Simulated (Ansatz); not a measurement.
H$_{8}$OSSi$_{3}$ (`O[Si]([SiH3])([SiH3])S`). Total charge 0; spin multiplicity 1. Geometry: relaxed with PBE0-D4/def2-TZVP. It is one conformer, not always the lowest.

```xyz
13

O    -1.703    0.632   -0.954
Si   -0.511    0.066    0.044
Si    0.289   -2.043   -0.610
Si    1.139    1.720    0.072
S    -1.204   -0.272    2.048
H    -2.529    0.144   -0.967
H     1.420   -2.455    0.263
H     0.762   -1.985   -2.019
H    -0.792   -3.063   -0.515
H     0.616    2.928    0.769
H     1.563    2.096   -1.303
H     2.316    1.204    0.820
H    -1.366    1.028    2.352
```

Q: What is the dipole moment at PBE/def2-TZVPP? (Estimate.)

A: Computed: 0.79 D, with components (-0.75, 0.08, -0.22) D in this frame, pointing from negative to positive charge.

Q: And with r2SCAN, B3LYP, ωB97M-V? (Estimate.)

A: Ansatz gave: r2SCAN 0.80 D, B3LYP 0.75 D, ωB97M-V 0.76 D.

Q: Give the Mulliken charges with PBE, ωB97M-V, B3LYP in def2-TZVPP. (An estimate is asked.)

A: Ansatz gave: 
```tsv
atom	PBE	ωB97M-V	B3LYP
O1	-0.34	-0.36	-0.39
Si2	0.39	0.36	0.45
Si3	0.04	-0.01	0.09
Si4	0.09	0.04	0.14
S5	-0.26	-0.25	-0.28
H6	0.19	0.18	0.18
H7	-0.03	-0.01	-0.05
H8	-0.04	-0.01	-0.05
H9	-0.04	-0.01	-0.05
H10	-0.04	-0.02	-0.06
H11	-0.04	-0.01	-0.05
H12	-0.03	-0.01	-0.05
H13	0.12	0.12	0.11
```

B3LYP here is the variant with VWN-RPA as its local correlation; programs differ in this.
